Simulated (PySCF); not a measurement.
How methods differ on the ionisation energy of Cu

Cu [Ar] 3d10 4s1 (2S) → Cu+ [Ar] 3d10 (1S), as a difference of total energies. Computed with PySCF 2.14 in aug-cc-pwCVTZ-DK (10s9p7d4f3g, 127 functions), with scalar relativity by spin-free X2C-1e. Correlated levels: valence: [Ar] frozen; valence and next inner shell: [Ne] frozen; nothing frozen. The calculations carry no spin-orbit coupling.

```
                                method  ionisation energy (eV)  error (eV)
                                   UHF                   6.583      -1.143
                                   LDA                   8.631      +0.905
                                   PBE                   8.381      +0.655
                                  PBE0                   7.969      +0.243
                                r2SCAN                   8.257      +0.531
                                  PW91                   8.445      +0.719
                             BHandHLYP                   7.694      -0.032
                                  BP86                   8.546      +0.820
                         MP2 (valence)                   7.658      -0.068
                     SCS-MP2 (valence)                   7.488      -0.238
    MP2 (valence and next inner shell)                   7.750      +0.024
SCS-MP2 (valence and next inner shell)                   7.546      -0.180
                   MP2 (all electrons)                   7.747      +0.021
               SCS-MP2 (all electrons)                   7.544      -0.182
```

Reference: 7.726 eV (measured; NIST Atomic Spectra Database, ionization energies).

Errors of the correlated levels include the incompleteness of this basis and the frozen core.
